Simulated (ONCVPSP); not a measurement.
## What one change does to a pseudopotential (S (Z = 16), ONCV)

```json
{"Element": "S", "Generator": "ONCVPSP 4.0.1", "Type": "optimised norm-conserving Vanderbilt (ONCV)", "Functional": "PBEsol", "Relativity": "scalar-relativistic", "Frozen core": "[Ne]", "Valence charge": "6", "Reference configuration": "3s1 3p5", "Partial waves": "3s: rc 1.50 bohr, ncon 5, nbas 9, qcut 3.6 1/bohr, 2 projectors, debl 3.5 Ha; 3p: rc 1.40 bohr, ncon 5, nbas 9, qcut 5 1/bohr, 2 projectors, debl 2 Ha", "Local potential": "polynomial inside 1.05 bohr (lpopt 5, dvloc0 0 Ha)", "Core correction": "Teter function, fcfact 4, rcfact 1.8"}
```

All-electron outer shells of the reference configuration (PBEsol, scalar-relativistic, ld1.x):

| shell | level (eV) | outermost node (bohr) | outermost maximum (bohr) |
| --- | --- | --- | --- |
| 2s | -212.68 | 0.13 | 0.39 |
| 2p | -157.74 | – | 0.33 |
| 3s | -17.87 | 0.60 | 1.40 |
| 3p | -7.53 | 0.58 | 1.59 |

Change: s: rc 1.98.

Cutoffs: the cutoffs (Ha) at which the residual kinetic energy of the hardest occupied pseudo-wave falls to 1 and 0.1 mHa per electron; they do not see the model core or the augmentation charge, which bear on the density cutoff. Errors are all-electron minus pseudo energies relative to the spin-unpolarised reference configuration.

Problem. How do hardness, ghosts and transferability respond?

Solution. The potential gets softer (74 Ha and 96 Ha → 28 Ha and 54 Ha); of the 4 tests that both files solve, the error grows in 4 and shrinks in 0 by more than 15 % and 0.3 meV (median size 6.3 → 21.9 meV); neither file shows a bound ghost. A larger radius leaves more room for a smooth pseudo-wave, so fewer plane waves are needed. More of the atom is replaced by a form fitted at one configuration, so other configurations suffer.

| quantity | base | changed |
| --- | --- | --- |
| cutoff, loose | 74 Ha | 28 Ha |
| cutoff, tight | 96 Ha | 54 Ha |
| loose cutoff by channel | s 74 Ha, p 6.1 Ha | s 28 Ha, p 6.1 Ha |
| bound ghosts | none | none |
| GHOST(+) flags under 300 eV | s at 202.9 eV | s at 155.8 eV |
| error for 3s2 3p4, meV [ΔE -10.28 eV] | -4.4 | -21 |
| error for 3s2 3p3, meV [ΔE 1.45 eV] | +2.0 | -7.7 |
| error for 3s2 3p2, meV [ΔE 23.69 eV] | +9.7 | +23 |
| error for 3s2 3p1, meV [ΔE 57.69 eV] | -8.2 | +56 |
| p: phases at 1.42 bohr within 0.05 rad from the reference energy up to (Ha; the scan ends near 5) | to the end of the scan | to the end of the scan |
| rms error of d²Exc/dni dnj with the model core, mHa | 4.52 | 4.97 |
